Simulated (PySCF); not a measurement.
## GeCl: energy against distance

Set-up: Ge aug-pcseg-1, Cl aug-pcseg-1; no relativity (PySCF 2.14). Energies in eV from Ge + Cl in their ground configurations at the same level. State: ²Π (doublet), unpaired electrons π ↑.

All columns are PBE0. A positive dipole means Ge(−)Cl(+).

```
R (Å)  E (eV)  μ (D)  Mulliken charge on Ge (basis-dependent)  HOMO (eV)  LUMO (eV)  Mayer bond order  ⟨S²⟩
1.896  -2.990   0.19                                     0.20      -4.68      -2.73              0.93  0.75
1.984  -3.562  -0.38                                     0.27      -4.87      -2.91              0.88  0.75
2.073  -3.871  -0.96                                     0.32      -5.06      -3.08              0.85  0.75
2.139  -3.979  -1.39                                     0.36      -5.20      -3.21              0.83  0.75
2.205  -4.009  -1.82                                     0.40      -5.33      -3.33              0.82  0.75
2.271  -3.980  -2.24                                     0.42      -5.46      -3.45              0.81  0.75
2.359  -3.875  -2.80                                     0.45      -5.63      -3.61              0.80  0.75
2.470  -3.672  -3.47                                     0.48      -5.84      -3.79              0.80  0.75
2.602  -3.370  -4.25                                     0.50      -6.06      -4.01              0.80  0.75
2.778  -2.926  -5.22                                     0.52      -6.34      -4.27              0.80  0.76
```

A fit through these points gives, at Re = 2.202 Å, μ = -1.80 D and dμ/dR = -6.45 D/Å; the reduced mass is 23.74 u.

Q: How strong is the fundamental in the double-harmonic approximation, I = 42.26·(dμ/dR)²/μred km/mol?

A: I = 42.26·(-6.45)²/23.74 = 74.1 km/mol at PBE0.

Spin–orbit coupling is left out. The state is the lowest determinant that a PBE0 search found; another state may lie lower at other levels.
